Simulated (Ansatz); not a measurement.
CH₇BOSi₂ (`O[SiH]1B[SiH2]C1`), relaxed with RKS PBE-D4/def2-SVP in Ansatz 0.2.0 from a rough embedded geometry. The force threshold is 0.03 eV/Å; the program also tests the step.

The species carries charge 0 and has multiplicity 1.

Start:

```xyz
12

O    -1.551   -0.007    1.773
Si   -1.017    0.391    0.243
B     0.638    1.392    0.348
Si    1.491   -0.040   -0.516
C    -0.145   -0.988   -0.594
H    -2.301   -0.700    1.654
H    -2.060    1.043   -0.569
H     0.987    2.509    0.796
H     2.028    0.237   -1.869
H     2.494   -0.780    0.328
H    -0.098   -1.924    0.022
H    -0.467   -1.132   -1.616
```

(1) How much energy does the relaxation release, and in how many steps? (An estimate is asked.)

(2) Which bonds change most? (Estimate.)

(3) Give the relaxed structure. (An estimate is asked.)

Answers

(1) The calculation gave: 138.15 kJ/mol, in 22 steps, 2 of them rejected.

(2) The calculation gave: B3–H7 from 2.871 to 1.319 Å; B3–Si4 from 1.877 to 2.035 Å; Si4–C5 from 1.893 to 1.960 Å; O1–H6 from 1.028 to 0.976 Å.

(3) Ansatz gave: 
```xyz
12

O    -2.223   -0.006    1.563
Si   -0.724    0.111    0.834
B     0.492    1.515    0.397
Si    1.397    0.046   -0.682
C    -0.101   -1.181   -0.380
H    -2.770   -0.765    1.286
H    -0.565    1.517   -0.392
H     0.759    2.616    0.819
H     1.590    0.274   -2.162
H     2.656   -0.569   -0.127
H     0.215   -2.127    0.107
H    -0.725   -1.430   -1.263
```
